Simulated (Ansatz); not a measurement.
Z-matrix (Å, degrees):
```
Sc
F 1 1.8091
Cl 1 2.2844 2 118.41
Cl 1 2.2844 2 118.41 3 -180.00
```
Charge 0, spin multiplicity 1.

These are frozen-core CCSD(T)/def2-TZVPP // PBE-D3(BJ)/def2-SVP (Ansatz, a quantum-chemistry and plane-wave program) values and carry that method's errors.

HF energy: -1778.55143 Ha
MP2 correlation energy: -0.91534 Ha

Problem. Estimate the CCSD correlation energy, the (T) correction, the total energy and the T1 diagnostic.

Solution. 
The CCSD correlation energy is -0.95455 Ha and the (T) correction comes out as -0.03747 Ha. The CCSD(T) total energy is -1779.54346 Ha and the T1 diagnostic is 0.015.
